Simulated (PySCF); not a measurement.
System: sum formula SiN3H5F, net charge -1, singlet state. It need not be the lowest isomer of its formula. Whether it binds its extra electron was not tested at this geometry. SMILES: [NH-][Si](N)(N)F
Coordinates optimised at B3LYP-D3(BJ)/def2-TZVP (Ansatz):
```xyz
10

Si     0.1276    -0.0225    -0.0877
F      0.3552    -0.7841     1.3550
N      1.4756    -0.2215    -0.9956
N     -0.3556     1.6342     0.2906
N     -1.4785    -0.6816    -0.5028
H      1.4290     0.1184    -1.9504
H      0.4289     2.2523     0.4439
H     -1.0278     1.7464     1.0400
H     -1.4285    -1.6645    -0.7467
H     -1.8757    -0.1977    -1.3000
```
Charge -1, spin multiplicity 1.

Dispersion corrections to the total energy (kcal/mol) from the dftd3 and dftd4 libraries through PySCF: D3(BJ) without and D4 with the three-body term, each with the damping fitted for the functional named.

```
functional  D3(BJ)      D4
----------  ------  ------
BHLYP        -6.39   -6.49
TPSS         -5.81       ?
B3LYP        -8.07   -8.87
TPSSh        -5.34       ?
PBE              ?   -5.51
BLYP         -9.85  -12.25
CAM-B3LYP    -3.61   -4.64
```

**Question.** Fill in the missing entries.

**Answer.** 
- TPSS, D4: -7.45
- TPSSh, D4: -6.76
- PBE, D3(BJ): -4.61
